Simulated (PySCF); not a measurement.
Bi(F)3 cation (BiF3), SMILES [F][Bi]([F])[F] (connectivity only; charge and spin as stated), charge +1, multiplicity 2. Atoms are numbered in the order given.

```xyz
4

Bi     0.0000     0.0000     0.2044
F      1.5926    -0.9195    -0.6284
F     -1.5926    -0.9195    -0.6284
F      0.0000     1.8390    -0.6284
```
Charge +1, spin multiplicity 2.

Geometry: r2SCAN-D4/def2-SVP. The spin state was assumed, not searched. The isomer is the one that the SMILES or the coordinates give; other isomers of the formula were not compared. The def2 effective core potentials stand for the cores of Bi; spin–orbit coupling is left out.

Method: M06-2X/def2-TZVPD in PySCF.

Isolated molecule, no solvent.

Computed frontier levels, dipole moment and polarisability:
α spin, highest occupied and lowest empty level: -19.53 and -8.06 eV
β spin, highest occupied and lowest empty level: -19.73 and -13.73 eV
dipole moment about the centre of nuclear charge: 3.70 D
mean static polarisability: 45.1 bohr³ (6.69 Å³)
polarisability, principal values: 28.9, 53.2, 53.2 bohr³
⟨S²⟩: 0.782 (pure state 0.75)
